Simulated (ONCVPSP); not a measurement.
**Building the ONCV potential for O (PBE, scalar-relativistic).**

* Element: O (Z = 8)
* Generator: ONCVPSP 4.0.1
* Type: optimised norm-conserving Vanderbilt (ONCV)
* Functional: PBE
* Relativity: scalar-relativistic
* Frozen core: [He]
* Valence charge: 6
* Reference configuration: 2s2 2p2 (charge +2)
* Partial waves: 2s: rc 0.70 bohr, ncon 3, nbas 7, qcut 7.5 1/bohr, local; 2p: rc 1.45 bohr, ncon 4, nbas 7, qcut 7.9 1/bohr, 2 projectors, debl 2.7 Ha
* Local potential: the s channel
* Core correction: Teter function, fcfact 3.25, rcfact 1.05

All-electron outer shells of the reference configuration (PBE, scalar-relativistic, ld1.x):

```tsv
shell	level (eV)	outermost node (bohr)	outermost maximum (bohr)
1s	-557.75	–	0.13
2s	-58.35	0.27	0.84
2p	-43.24	–	0.75
```

Does the generator finish with these settings?

Yes, a potential is produced and its reference levels are reproduced.

Estimate the cutoffs (Ha) at which the residual kinetic energy of the hardest occupied pseudo-wave falls to 1 and 0.1 mHa per electron.

138 Ha and 282 Ha.

What does a ghost test show?

No bound ghost flagged; no localised positive-energy state flagged.

Which valence shell sets the plane-wave cutoff?

2s: 138 Ha for 1 mHa per electron, against 27 Ha for 2p.

Tests: 2s2 2p4; 2s2 2p3; 2s2 2p1; 2s2 2p0. Which has the largest error in its energy relative to the reference configuration, and how large is it?

2s2 2p0, with +1429 meV (all-electron minus pseudo) on +130.77 eV.
